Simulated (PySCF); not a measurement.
A geometry optimisation on `[Cl][Ga]` (gallium monochloride) [singlet].

Computed with PBE0-D3(BJ)/def2-SVP geometry optimisation, gas phase (PySCF 2.14.0). Start geometry: GFN2-xTB. The input is one job of a driver script: a line of settings, then coordinates in Å.

Input:
```
{"job": {"xc": "PBE0", "basis": "def2-SVP", "d3": "d3bj", "grid": 1, "maxiter": 30, "kind": "geom"}, "charge": 0, "multiplicity": 1}
Cl     1.085856    -0.003312    -0.002336
Ga    -1.083099     0.004581    -0.011812
```

Output:
```
step   0  E = -2384.32259989  max force = 0.012707
step   1  E = -2384.32299050  max force = 0.006022
step   2  E = -2384.32312029  max force = 0.002639
step   3  E = -2384.32315160  max force = 0.000156
step   4  E = -2384.32315153  max force = 0.000009
optimisation converged
```

Energies in Eh; «max force» is the largest Cartesian gradient component in Eh/bohr.

How much energy does the optimisation release, in eV?

E(step 0) − E(last step) = 0.000552 Eh, which is 0.015 eV.

Give the first gradient maximum in eV/Å.

With 1 Eh/bohr = 51.422 eV/Å, 0.653 eV/Å.

Main results: final energy -2384.32315 Eh after 4 steps; dipole 2.04 D.

The run took 3.8 s of wall time on one thread of an Arm Neoverse V1, shared host, and the process peaked at 0.27 GiB of memory.
Labels such as C1 count atoms from 1, the log's own numbers from 0.
